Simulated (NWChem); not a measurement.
**How basis sets differ on SnH3F (SMILES [F][SnH3])**

The species is SnH3F (5 atoms), meant as a singlet with charge 0. As SMILES, `[F][SnH3]`. Geometry: relaxed at PBE0-D4/def2-TZVP.

Quantity: the dipole moment, in D. The values are calculated.

| level | kind | program | value (D) | CPU time |
| --- | --- | --- | --- | --- |
| BP86/def2-SVP (core potential) | GGA | NWChem | 2.46 | 7.8 s |
| BP86/def2-SVPD (core potential) | GGA | NWChem | 2.69 | 12 s |
| BP86/def2-TZVP (core potential) | GGA | NWChem | 2.56 | 16 s |
| BP86/def2-TZVPD (core potential) | GGA | NWChem | 2.59 | 27 s |

The values span 2.46 to 2.69 D. Times are those of the runs behind each value, whatever else they computed, on shared processors of several kinds: orders of magnitude only.
